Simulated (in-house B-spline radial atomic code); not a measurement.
Settings and results of a run for Mn3+ (an excited or competing configuration). Method: Dirac-Hartree-Fock, average of configuration, Fermi nucleus of rms radius 3.7057 fm. Calculated with a B-spline radial code for spherical atoms.

Command:
```bash
python run_scf.py task.json out
```
Settings (nuclear radius in fm, mass in u):
```
Z                25
configuration    [Ar] 3d3 7g1
hamiltonian      dirac
method           hf
spin_polarised   False
nucleus          fermi
rms_radius       3.7057
atomic_mass      54.93804
speed_of_light   137.035999084
```

Output (hartree, bohr):
```
 radial grid: 82 intervals, B-splines of order 8, outer radius 60 bohr

 iter        energy (Eh)    residual
    1      -1141.7540669    6.31e-01
    2      -1151.8579509    3.13e-01
    3      -1153.5632988    1.09e-01
    4      -1153.7774685    3.49e-02
    5      -1153.7984887    1.31e-02
    6      -1153.8024882    7.39e-04
    7      -1153.8024960    2.78e-05
    8      -1153.8024960    7.88e-06
    9      -1153.8024960    5.25e-07
   10      -1153.8024960    3.01e-08

 total energy                    -1153.802496
 kinetic                           1169.46600
 electron-nucleus                 -2715.03831
 electron-electron                  391.76982

 first-order corrections (not in the total)
   Gaunt                            0.44893
   retardation                     -0.03912
   frequency dependence            -0.00100
   self-energy                      0.29716
   Uehling                         -0.02458
   Wichmann-Kroll                   0.00014
   recoil                           0.00898

 orbital      occ     eigenvalue          <r>       <r^2>       <1/r>       r_max    small
 1s1/2      2.000     -244.74158    0.0608636  0.00498231     24.9326     0.03988  8.07e-03
 2s1/2      2.000      -31.73165      0.27745   0.0909151     5.35756      0.2317  1.48e-03
 2p1/2      2.000      -27.33975      0.24431   0.0733779     5.27167      0.1869  1.45e-03
 2p3/2      4.000      -26.94998     0.247166   0.0749709     5.18705      0.1892  1.43e-03
 3s1/2      2.000       -5.91976      0.83261    0.795007     1.68725       0.729  3.22e-04
 3p1/2      2.000       -4.52671     0.868259    0.878852     1.56942      0.7397  2.87e-04
 3p3/2      4.000       -4.47391     0.875502    0.893305     1.55207       0.746  2.83e-04
 3d3/2      1.200       -2.55487     0.960321     1.12563     1.31112       0.722  2.11e-04
 3d5/2      1.800       -2.54947     0.962773     1.13116     1.30732      0.7239  2.10e-04
 7g7/2      0.444       -0.16332      15.8659      284.53   0.0817341       17.62  4.36e-06
 7g9/2      0.556       -0.16332       15.866     284.533   0.0817335       17.62  4.36e-06
```

Time taken, with all properties: 1.9 s on 1 thread of Arm Neoverse V1, with other jobs on the host.

For the Dirac Hamiltonian the kinetic term is c α·p + (β - 1)c².
